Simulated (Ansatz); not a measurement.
`NC[NH][AlH2]` and `[AlH2][NH]CS` differ in one atom or group.

Ansatz, PBE0-D4/def2-TZVP geometries, multiplicity 1. Each molecule was computed in one conformer, which needn't be the lowest.

| property | `NC[NH][AlH2]` |
| --- | --- |
| size of the dipole moment (ωB97M-V/def2-TZVPP) / D | 1.23 |
| HOMO energy (PBE/def2-TZVPP) / eV | -5.51 |
| LUMO energy (B3LYP/def2-TZVPP) / eV | -0.94 |
| HOMO energy (PBE0/def2-TZVPP) / eV | -6.88 |
| LUMO energy (ωB97M-V/def2-TZVPP) / eV | 0.86 |
| zero-point energy (PBE0-D4/def2-TZVP) / kJ/mol | 225.3 |

Question: Give the same properties after the change, and the shifts. (An estimate is asked.)

Answer: Ansatz gave: 
| property | `[AlH2][NH]CS` | shift |
| --- | --- | --- |
| size of the dipole moment (ωB97M-V/def2-TZVPP) / D | 1.72 | 0.49 |
| HOMO energy (PBE/def2-TZVPP) / eV | -5.58 | -0.07 |
| LUMO energy (B3LYP/def2-TZVPP) / eV | -1.14 | -0.20 |
| HOMO energy (PBE0/def2-TZVPP) / eV | -6.80 | 0.08 |
| LUMO energy (ωB97M-V/def2-TZVPP) / eV | 0.68 | -0.18 |
| zero-point energy (PBE0-D4/def2-TZVP) / kJ/mol | 177.7 | -47.6 |

With PBE0 the HOMO rises by 0.08 eV and the LUMO falls by 0.20 eV, so the gap narrows by about 0.28 eV. PBE moves the HOMO by -0.07 eV and ωB97M-V by 0.20 eV. The zero-point energy changes by -47.6 kJ/mol with -3 modes. Dipoles are sizes alone; their direction can turn.

B3LYP here is the variant with VWN-RPA as its local correlation; programs differ in this.
